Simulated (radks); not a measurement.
Mo III, 40 electrons, occupied as [Kr] 4d4. All-electron calculation, Dirac Kohn-Sham, RPBE, spin-unpolarised, spherical densities, finite nucleus; open shells are shared between the two j in proportion to 2j + 1; Fermi nuclear charge, rms radius 4.4091 fm. Program: a radial shooting solver on a logarithmic mesh with Libxc functionals.

Normalised radial functions P(r) = r R(r) (large component), r in bohr:

r          3d3/2    4p1/2
0.004018  0.0002   0.0080
0.005274  0.0003   0.0123
0.006922  0.0007   0.0190
0.009086  0.0014   0.0294
0.01193   0.0028   0.0452
0.01553   0.0058   0.0680
0.02038   0.0120   0.1017
0.02676   0.0244   0.1478
0.03512   0.0485   0.2061
0.0461    0.0938   0.2709
0.06051   0.1748   0.3267
0.07942   0.3104   0.3450
0.1034    0.5109   0.2905
0.1357    0.7923   0.1289
0.1782    1.1196  -0.1308
0.2339    1.4150  -0.4051
0.307     1.5660  -0.5402
0.4029    1.4802  -0.3909
0.5247    1.1744   0.0363
0.6887    0.7456   0.5877
0.9039    0.3653   0.9722
1.186     0.1299   1.0005
1.557     0.0309   0.7269
2.044     0.0044   0.3789
2.662     0.0004   0.1423
3.494     0.0000   0.0341
4.586     0.0000   0.0048
6.019     0.0000   0.0003

3d3/2: eigenvalue -241.31 eV, 0 radial nodes, <r> = 0.413 bohr, 90 % of the charge inside 0.661 bohr. 4p1/2: eigenvalue -58.394 eV, 2 radial nodes at r = 0.157, 0.515 bohr, <r> = 1.21 bohr, 90 % of the charge inside 1.79 bohr.
